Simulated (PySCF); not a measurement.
These 3 structures share the formula C4H3F3. Method: PySCF 2.14.0, PBE0-D3(BJ)/def2-SVP geometry optimisation, gas phase. Energies are electronic, without zero-point or thermal terms, for one conformer each. No frequencies were run at this level. Point groups hold within 0.08 Å.

Question: Order them by energy at this level, lowest first, and give relative energies in kcal/mol.
A. `C=C=CC(F)(F)F`
B. `[CH2:1]=[CH:2][C:3]([F:4])=[C:5]([F:6])[F:7]` with C1–C2–C3–F4 0° (1,1,2-trifluorobuta-1,3-diene)
C. `C#CCC(F)(F)F`

Answer: A (0.0), C (3.4), B (6.8).

As drawn, the lowest has cumulated double bonds, which the highest lacks.

```tsv
SMILES	E (Eh)	E rel (kcal/mol)	dipole (D)	point group	A, B, C (MHz)
C=C=CC(F)(F)F	-452.90277	0.0	2.49	Cs	5341, 1662, 1644
C#CCC(F)(F)F	-452.89735	3.4	1.85	Cs	5234, 1763, 1732
C=CC(F)=C(F)F	-452.89192	6.8	1.27	Cs	4924, 1911, 1377
```

Question: As an exercise, what shares would exp(−E/RT) give at 1000 K from these electronic energies alone (no entropy, no degeneracies)?

Answer: RT = 1.987 kcal/mol: C=C=CC(F)(F)F 82.4 %, C#CCC(F)(F)F 14.9 %, C=CC(F)=C(F)F 2.7 %.
